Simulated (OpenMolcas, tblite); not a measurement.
# How methods differ on GeHF3 (SMILES [F][GeH]([F])[F])

GeHF3: 5 atoms, total charge 0, spin state singlet. As SMILES, `[F][GeH]([F])[F]`. Geometry: relaxed at PBE0-D4/def2-TZVP.

```xyz
5

F    -0.2498   -0.7341    1.4830
Ge    0.0956   -0.0087   -0.0233
F    -0.6731    1.5157   -0.0113
F    -0.7081   -0.9440   -1.2040
H     1.5852    0.0973   -0.2857
```

Each level gives the dipole moment (D). The values are calculated.

| level | kind | program | value (D) | CPU time |
| --- | --- | --- | --- | --- |
| GFN2-xTB | semi-empirical | tblite | 3.03 | under 2 s |
| HF/aug-cc-pVDZ | Hartree–Fock | OpenMolcas | 2.76 | 33 s |
| SVWN5/aug-cc-pVDZ | LDA | OpenMolcas | 2.49 | 40 s |
| revPBE/aug-cc-pVDZ | GGA | OpenMolcas | 2.34 | 46 s |
| r2SCAN/aug-cc-pVDZ | meta-GGA | OpenMolcas | 2.45 | 53 s |
| M06-2X/aug-cc-pVDZ | hybrid meta-GGA | OpenMolcas | 2.54 | 47 s |
| PBE0/aug-cc-pVDZ | global hybrid | OpenMolcas | 2.52 | 41 s |

All-electron rows without a relativistic Hamiltonian named are non-relativistic. The values span 2.34 to 3.03 D. Magnitudes only. CPU times are rough (shared hosts, several kinds of processor and program).
